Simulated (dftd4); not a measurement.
C2H2N3, doublet, at a GFN2-xTB geometry; D4 for hf (dftd4).

Here is a job for dftd4.
```
$ dftd4 mol.xyz --func hf --charge 0 --json dftd4.json --noedisp --grad

# file mol.xyz
7

C      1.15103063    -0.07704044    -0.13352496
N      0.38739531    -1.12905291    -0.11468461
N     -0.84080544    -0.58618564     0.05691775
C     -0.72106642     0.75689317     0.12845024
N      0.54227761     1.09498140     0.00861816
H     -1.66218032    -1.17101222     0.11174962
H     -1.53967730     1.43369588     0.26273960
```

Task: Write the output that dftd4 gives for this input, abridged.

Result: 
```
                    ____  _____ _____     ____  _  _
      -------------|  _ \|  ___|_   _|---|  _ \| || |------------
     |             | | | | |_    | | ___ | | | | || |_           |
     |             | |_| |  _|   | ||___|| |_| |__   _|          |
     |             |____/|_|     |_|     |____/   |_|            |
     |             ===================================           |
     |            E. Caldeweyher, S. Ehlert & S. Grimme          |
     |          Mulliken Center for Theoretical Chemistry        |
     |                    University of Bonn                     |
      -----------------------------------------------------------

Rational (Becke-Johnson) damping: hf-D4-ATM
---------------------
  s6         1.0000
  s8         1.6168
  s9         1.0000
  a1         0.4496
  a2         3.3574
 alp        16.0000
--------------------

Dispersion energy:      -2.2115040143162E-02 Eh

Gradient norm:           1.7427210762008E-03 Eh/a0
--------------------------------------------------
     #    Z           dE/dx      dE/dy      dE/dz
--------------------------------------------------
     1    6 C    -7.854E-04  2.882E-04  1.060E-04
     2    7 N     6.596E-05 -3.868E-04 -3.183E-05
     3    7 N     1.199E-04 -3.402E-04 -3.491E-05
     4    6 C     8.524E-04 -3.371E-04 -1.166E-04
     5    7 N     4.587E-04  7.143E-04 -6.107E-06
     6    1 H    -3.823E-04 -2.891E-04  2.445E-05
     7    1 H    -3.292E-04  3.508E-04  5.898E-05
--------------------------------------------------

Virial:
--------------------------------------------------
      component           x          y          z
--------------------------------------------------
          x      -3.833E-04  1.963E-03  1.670E-04
          y       1.963E-03  3.746E-03  1.744E-05
          z       1.670E-04  1.744E-05 -1.756E-05
--------------------------------------------------

[Info] Dispersion results written to 'dftd4.txt'
[Info] JSON dump of results written to 'dftd4.json'
```
